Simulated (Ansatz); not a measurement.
CH$_{5}$BOS, SMILES `COBS`, relaxed with RKS PBE0-D4/def2-TZVP in Ansatz from a PBE-D4/def2-SVP geometry. The force threshold is 0.005 eV/Å; the program also tests the step.

Total charge 0; spin multiplicity 1.

Start:

```xyz
9

C     0.213   -1.325   -0.759
O     0.652   -0.310    0.128
B    -0.111    0.765    0.445
S     0.616    1.969    1.596
H    -0.812   -1.128   -1.140
H     0.913   -1.389   -1.618
H     0.221   -2.301   -0.232
H    -1.231    0.922   -0.015
H    -0.462    2.798    1.595
```

```
        step  energy (eV)  largest force (eV/Å)  largest move (Å)
           1  -14672.5292                 0.525             0.000
           2  -14672.5591                 0.210             0.024
           3  -14672.5623                 0.028             0.011
           4  -14672.5623                 0.024             0.003
5 (rejected)  -14672.5623                 0.048             0.007
           6  -14672.5624                 0.001             0.003
```

End:

```xyz
9

C     0.208   -1.317   -0.756
O     0.658   -0.311    0.127
B    -0.102    0.751    0.440
S     0.601    1.961    1.584
H    -0.801   -1.105   -1.120
H     0.893   -1.376   -1.604
H     0.211   -2.275   -0.233
H    -1.201    0.900   -0.015
H    -0.467    2.771    1.577
```

Hardware: 2 threads of a server CPU on a shared host. Wall time 24 s, peak host memory 0.31 GiB.
